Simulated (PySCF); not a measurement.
# Two-component Hartree-Fock for Cr⁺ (chromium, charge +1)

Start: [Ar] 3d5; 3d3/2 filled at m_j = -3/2, -1/2, +1/2, +3/2; 3d5/2 filled at m_j = +5/2. Calculated with PySCF 2.14 in x2c-QZVPPall-2c: generalised Hartree-Fock with the X2C-1e Hamiltonian and a Gaussian nucleus; one run each with spin-orbit coupling (SO) switched off, then screened by Boettger's factors.

```csv
spinor shell,electrons,"ε, spin-free (eV)","ε, screened SO (eV)",weight of nominal j (screened SO),"rms radius, screened SO (bohr)"
1s1/2,2,-6049.1,-6049.1,1.000,0.0734
2s1/2,2,-729.77,-729.76,1.000,0.316
2p1/2,2,-611.10,-617.26,0.981,0.286
3s1/2,2,-98.159,-98.158,1.000,0.974
3p1/2,2,-63.503,-63.872,0.664,1.06
3p3/2,4,-63.503,-63.326,0.832,1.06
3d3/2,4,-17.525,-17.536,0.507,1.52
3d5/2,1,-17.525,-17.480,1.000,1.52
```

**Question.** Where does 2p3/2 lie, and what is the 2p spin-orbit splitting (screened SO)?

**Answer.** At -608.08 eV, 9.184 eV above 2p1/2.

```csv
quantity,spin-free,screened SO
E (hartree),-1049.44568,-1049.45778
M_J,5/2,5/2
⟨J²⟩,8.750,8.750
⟨L²⟩,0.000,0.001
⟨S²⟩,8.750,8.750
```

Each row is a mean over spinors that exchange with the open shell spreads, by up to 11.986 eV (3p3/2).

Rows whose weight is well below 1 are mixtures of j = l ± 1/2: exchange outweighs spin-orbit coupling there, and the label is only the starting occupation.

Without spin-orbit coupling the j labels of p, d and f shells carry no meaning; the spin-free column gives the mean over the occupied spinors of each nl shell.
